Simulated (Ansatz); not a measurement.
A structure relaxed at r2SCAN-D4/def2-SVP in Ansatz, charge 0, singlet:

```tsv
atom	x (Å)	y (Å)	z (Å)
C1	-4.1702	-2.6089	-2.6802
C2	-5.1684	-2.0235	-1.9255
C3	-4.8407	-1.1070	-0.8942
C4	-5.8528	-0.4971	-0.1101
C5	-5.5165	0.3938	0.8908
C6	-4.1701	0.7050	1.1427
C7	-3.1297	0.1338	0.4011
C8	-1.7218	0.4527	0.6571
C9	-1.3403	1.3491	1.6597
C10	-0.0052	1.6541	1.9066
C11	1.0339	1.0822	1.1667
C12	2.4391	1.4063	1.4307
C13	2.8214	2.3017	2.4361
C14	4.1703	2.6071	2.6818
C15	5.1684	2.0228	1.9263
C16	4.8407	1.1070	0.8942
C17	5.8528	0.4975	0.1098
C18	5.5165	-0.3931	-0.8913
C19	4.1701	-0.7043	-1.1433
C20	3.1297	-0.1333	-0.4016
C21	1.7218	-0.4521	-0.6576
C22	1.3402	-1.3479	-1.6607
C23	0.0052	-1.6531	-1.9074
C24	-1.0339	-1.0821	-1.1669
C25	-2.4391	-1.4067	-1.4304
C26	-2.8214	-2.3033	-2.4346
C27	-3.4610	-0.7912	-0.6396
C28	-0.6919	-0.1580	-0.1280
C29	0.6919	0.1582	0.1278
C30	3.4610	0.7913	0.6395
H31	-4.4233	-3.3157	-3.4756
H32	-6.2216	-2.2556	-2.1095
H33	-6.8987	-0.7455	-0.3134
H34	-6.2974	0.8641	1.4952
H35	-3.9476	1.4133	1.9422
H36	-2.0967	1.8345	2.2779
H37	0.2163	2.3629	2.7056
H38	2.0643	2.7846	3.0557
H39	4.4234	3.3132	3.4778
H40	6.2216	2.2549	2.1102
H41	6.8987	0.7459	0.3131
H42	6.2973	-0.8631	-1.4961
H43	3.9476	-1.4127	-1.9426
H44	2.0966	-1.8327	-2.2795
H45	-0.2163	-2.3614	-2.7069
H46	-2.0642	-2.7875	-3.0532
```

Give its formula, name or SMILES and point group.

terrylene (C30H16). Point group D2h (tolerance 0.1 Å).

Summarise the bond lengths by kind (pairs closer than 1.2 times the sum of covalent radii, bridged metal pairs left out).

37 × C–C 1.38 to 1.47 Å; 16 × C–H 1.09 Å.

Single mean-field runs in def2-SVP are fitted with def2-universal-jkfit.
